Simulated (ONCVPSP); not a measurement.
# I, ONCV: configuration errors across variants

I, optimised norm-conserving Vanderbilt (ONCV), made with ONCVPSP 4.0.1 (PBEsol, scalar-relativistic). Core [Kr] 4d10, reference 5s2 5p4 (charge +1). Waves: 5s: rc 1.70 bohr, ncon 4, nbas 9, qcut 3.4 1/bohr, 3 projectors, debl 1.2 Ha; 5p: rc 1.85 bohr, ncon 3, nbas 8, qcut 3.8 1/bohr, 2 projectors, debl 3.8 Ha. Local part: polynomial inside 1.45 bohr (lpopt 5, dvloc0 4 Ha). Core correction: Teter function, fcfact 4.5, rcfact 1.65.

All-electron excitation energies from the reference (eV): (1) 5s2 5p5 -11.151; (2) 5s2 5p3 19.884; (3) 5s2 5p2 49.270; (4) 5s1 5p6 -0.705.

1 further variants failed, have other tests or another functional or relativity, and are left out.

A true bound ghost makes a file unfit for plane-wave use even where its test errors are small: the radial tests pick states by their node count and pass the ghost by.

Errors AE − PS in meV (a dash: test not solved or not reliable):

| change | (1) | (2) | (3) | (4) | bound ghosts | GHOST(+) flags above zero |
| --- | --- | --- | --- | --- | --- | --- |
| base | -24 | -55 | -278 | -37 | s | s, p |
| p: ncon 5, nbas 10 | -22 | -57 | -280 | -35 | s | s, p |
| p: rc 2.14 | -24 | -57 | -291 | -33 | s | s, p |
| core correction Teter function, fcfact 4.1, rcfact 1.65 | -22 | -52 | -262 | -34 | s | s, p |
| all radii but the core radius scaled by about 1.12 (s 1.90, p 2.06 bohr); local potential polynomial inside 1.62 bohr (lpopt 5, dvloc0 4 Ha) | -25 | -57 | -286 | -39 | none | s |
| p: rc 2.62 | -25 | -65 | -337 | -27 | s | s, p |
| local potential polynomial inside 1.25 bohr (lpopt 1, dvloc0 3 Ha) | -24 | -55 | -278 | -37 | s | s, p |
| local potential polynomial inside 1.45 bohr (lpopt 5, dvloc0 5 Ha) | -24 | -55 | -278 | -37 | s | s, p |

Task: Give the same row for: s: qcut 2.7.

Result: -24, -55, -278, -40; bound ghosts: s; GHOST(+) flags above zero: s, p.
